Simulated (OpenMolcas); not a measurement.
# O2+: CASPT2 settings compared

```yaml
Program: OpenMolcas
Basis: ANO-RCC-VTZP [4s3p2d1f]
Scalar_Hamiltonian: DKH3, point nucleus
Active_space: 2 electrons in 3 orbitals (2p)
State_averaging: 2S+1 = 3 even, 3 roots; 2S+1 = 1 even, 6 roots
Spin-orbit_coupling: RASSI with atomic mean-field integrals over the reference wave functions, term energies averaged over their components
```

Methods on the same reference wave functions:
A. CASSCF
B. SS-CASPT2, IPEA 0.75 Eh, sigma2 regulariser 0.3 Eh (closed shells correlated: 1s 2s)
C. SS-CASPT2, IPEA 0.5 Eh, no level shift (closed shells correlated: 1s 2s)
D. XMS-CASPT2, IPEA 0.1 Eh, real shift 0.05 Eh (closed shells correlated: 2s)

Energies in cm⁻¹ above 2s² 2p² ³P₀, the measured ground level; measured values from Moore, Selected Tables of Atomic Spectra, NSRDS-NBS 3, section 11.

```
      Level      A      B      C      D  Measured
2s² 2p² ³P₀    0.0    0.0    0.0    0.0       0.0
2s² 2p² ³P₁    114    114    114    114       113
2s² 2p² ³P₂    336    336    336    336          
2s² 2p² ¹D₂  22739  20470  20590  20780     20273
2s² 2p² ¹S₀  56077  47310  47190  48130     43186
```

Deviations, from unrounded energies. A percentage is the sum of absolute deviations over the sum of measured energies, with the sign that they share, or ± where signs differ.

```csv
Against measurement,Levels,A,B,C,D
mean absolute deviation (cm-1),3,5100,1400,1400,1800
fine structure of the ground term (%),1,+0.3,+0.6,+0.6,+0.5
other terms of the ground configuration (%),2,+24.2,+6.8,+6.8,+8.6
```

B, C lie about equally close to measurement and A furthest from it. The largest miss of B in the table is 2s² 2p² ¹S₀, by +4100 cm-1. The ranking rests on the paired levels alone, and a cruder setting can come out closer through cancelling errors.

Among B to D the level of the table that moves most is 2s² 2p² ¹S₀, by 940 cm-1 (lowest in C, highest in D). Moves below CASPT2's spread within the term are not significant.

The two smallest mean deviations differ by little beside CASPT2's spread within terms, so their order carries little weight.

From A to B the spin-free energies of the other terms of 2s² 2p² shown, above ³P, scale by factors of 0.84 to 0.90.

The lowest spin-free term lies below A's lowest term by 0.080 hartree in B, 0.083 hartree in C, 0.088 hartree in D.

CASPT2 breaks the degeneracy within a term, and the mean is taken; among the terms shown or strongly mixed into the levels shown the widest spread is 190 cm-1 (2s² 2p² ¹D, D). With the s shell closed, the reference lacks s² → p² mixing. Measured partners are found by configuration, term and J. A level has none where our copy of the source lacks it or the pairing is in doubt (some pairs that miss far off the trend of their configuration count as doubtful), and it then counts in no deviation. Only configurations of the active space appear.
